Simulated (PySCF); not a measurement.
Species: CH₅BNO, charge 0, multiplicity 2. It need not be the lowest isomer of its formula. SMILES: N[B]OC
Coordinates optimised at B3LYP-D3(BJ)/def2-TZVP (Ansatz):
```xyz
9

C     -1.4016     0.4122    -0.2224
O     -0.6209    -0.5076     0.5459
B      0.7220    -0.5658     0.4446
N      1.5494     0.2088    -0.3745
H     -2.4456     0.2586     0.0420
H     -1.2745     0.2310    -1.2930
H     -1.1239     1.4445     0.0065
H      1.2186     0.9261    -1.0059
H      2.5470     0.0947    -0.3836
```
Charge 0, spin multiplicity 2.

Dispersion corrections to the total energy (kcal/mol) from the dftd3 and dftd4 libraries through PySCF: D3(BJ) without and D4 with the three-body term, each with the damping fitted for the functional named.

```csv
functional,D3(BJ),D4
revPBE,-8.57,-10.85
TPSSh,(withheld),-3.73
r2SCAN,(withheld),-0.74
TPSS,-4.01,-4.12
PBE,-3.25,-3.03
HF,(withheld),-11.95
B2PLYP,-2.45,-2.11
```

**Question.** Fill in the missing entries.

**Answer.** 
- TPSSh, D3(BJ): -3.64
- r2SCAN, D3(BJ): -0.87
- HF, D3(BJ): -27.40
